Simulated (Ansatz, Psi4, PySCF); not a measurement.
C$_{3}$H$_{12}$AlNSi, singlet, at a GFN2-xTB geometry (such geometries of metal compounds can be far from the true shape), atoms displaced at random by about 0.03 Å a coordinate. Base run: HF/STO-3G, gradient in PySCF.

Here is a job for PySCF.
```python
from pyscf import gto, scf

mol = gto.Mole()
mol.atom = '''
    Si   -1.727119    0.240406   -0.660267
    C    -3.258352   -0.440727    0.199446
    N    -0.377899   -0.093225    0.378781
    Al    1.483510    0.002699    0.241396
    C     2.465662   -0.669993    1.832680
    C     2.253783    0.758502   -1.486715
    H    -1.569603   -0.357003   -1.936911
    H    -1.888854    1.660089   -0.827966
    H    -3.235171   -1.464355    0.265842
    H    -4.138158   -0.268880   -0.409944
    H    -3.453019    0.007460    1.150754
    H    -0.671612   -0.366182    1.304635
    H     3.537619   -0.526590    1.656248
    H     2.200139   -1.636644    2.115364
    H     2.239536   -0.009788    2.696469
    H     2.139042    1.763345   -1.561730
    H     3.261753    0.431514   -1.605911
    H     1.651256    0.264194   -2.298885
'''
mol.basis = 'sto-3g'
mol.charge = 0
mol.spin = 0
mol.verbose = 4
mol.build()

mf = scf.RHF(mol)
mf.kernel()
g = mf.nuc_grad_method()
grad = g.kernel()
```

Programs used: Ansatz (a first-principles code), Psi4, PySCF; a row that names a program was run with it.

The coordinate followed is x of atom 14.

Variants of this job, named by their change:

```tsv
change	dE/dx (Eh/bohr)	net force (Eh/bohr)
base	0.000314	0.000000
code = ansatz	0.000313	0.000000
conv_tol = 1e-6	0.000314	0.000000
finite difference step (bohr) = 0.2; conv_tol = 1e-11	-0.000557	-
conv_tol = 1e-11	0.000313	0.000000
code = psi4	0.000313	0.000000
density fitting = on; auxbasis_response = off	0.000327	0.000842
density fitting = on	0.000313	0.000000
conv_tol = 1e-4	0.000313	0.000000
finite difference step (bohr) = 1e-5; conv_tol = 1e-11	0.000313	-
finite difference step (bohr) = 1e-3; conv_tol = 1e-11	0.000313	-
finite difference step (bohr) = 0.05; conv_tol = 1e-11	0.000258	-
```

The net force is zero for an exact gradient.
